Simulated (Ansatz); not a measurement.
```yaml
crystal:
  periodic: [false, false, false]
  atoms:
    - {symbol: C, position_ang: [-0.010428, -1.689723, 0.447158]}
    - {symbol: O, position_ang: [-0.015419, -0.631988, -0.294835]}
    - {symbol: Mo, position_ang: [-0.108324, 1.041703, -0.141735]}
    - {symbol: O, position_ang: [1.074529, 1.798694, -1.125813]}
    - {symbol: S, position_ang: [-1.885018, 1.632805, -0.638085]}
    - {symbol: S, position_ang: [0.208262, 1.475143, 1.717078]}
    - {symbol: H, position_ang: [-0.942783, -2.062495, 0.504815]}
    - {symbol: H, position_ang: [0.594293, -2.372586, 0.025207]}
    - {symbol: H, position_ang: [0.320342, -1.468139, 1.371457]}
    - {symbol: H, position_ang: [0.840997, 2.229573, -1.862579]}
basis:
  gaussian: {orbitals: def2-TZVPP}
hamiltonian: {xc: {name: wB97X}}
scf: {lower_state_search: light}
output: {forces: true}
```

```sh
$ ansatz run in.yaml --threads 4 --pin off --events-out ev --progress --plain --max-ram 11315MiB
```

Output, abridged:

```
Functional definition: wB97X
1631 factors; their error is unknown
330 factors; integrals over basis functions are off by at most 1.6e-5 eV
mean field evaluation 1: about -28717.9192 eV, gradient 6.7e1 eV
mean field evaluation 2: about -28714.2701 eV, gradient 8.4e1 eV
mean field evaluation 4: about -28724.8393 eV, gradient 5.9e0 eV
mean field evaluation 8: about -28724.9238 eV, gradient 4.1e-1 eV
mean field evaluation 16: about -28724.9739 eV, gradient 4.3e-3 eV
mean field -28724.97394538 eV, -1055.6233220060 hartree, gradient 6.2e-5 eV, S^2 0.000000; 0 other end points of the search recorded, 0 dependent functions left out
reference -28724.97389886 eV, -1055.6233202963 hartree; 36, 36 occupied and 253, 253 virtual orbitals, 1631 factors
Total energy: -28724.97389886 eV, -1055.6233202963 hartree
Atom 0 at    -0.010428    -1.689723     0.447158 Å, force     0.048531    -1.837480     0.733994 eV/Å
Atom 1 at    -0.015419    -0.631988    -0.294835 Å, force     0.405621    -2.256493    -3.741891 eV/Å
Atom 2 at    -0.108324     1.041703    -0.141735 Å, force     0.702407     0.588574    -0.916531 eV/Å
Atom 3 at     1.074529     1.798694    -1.125813 Å, force     5.858979     0.662122    -0.027410 eV/Å
Atom 4 at    -1.885018     1.632805    -0.638085 Å, force    -7.449545     2.451713    -2.137179 eV/Å
Atom 5 at     0.208262     1.475143     1.717078 Å, force     1.367757     1.741975     7.798425 eV/Å
Atom 6 at    -0.942783    -2.062495     0.504815 Å, force    -3.463124    -1.663149     0.400559 eV/Å
Atom 7 at     0.594293    -2.372586     0.025207 Å, force     2.242254    -2.872084    -1.343390 eV/Å
Atom 8 at     0.320342    -1.468139     1.371457 Å, force     1.236650     0.588756     3.592798 eV/Å
Atom 9 at     0.840997     2.229573    -1.862579 Å, force    -0.949532     2.596067    -4.359375 eV/Å
Dipole moment:     0.231207    -0.409845    -0.333608 e Å
```

Run time 19 s (4 threads of an Arm Neoverse V1 on a shared host); peak host memory 1.3 GiB.
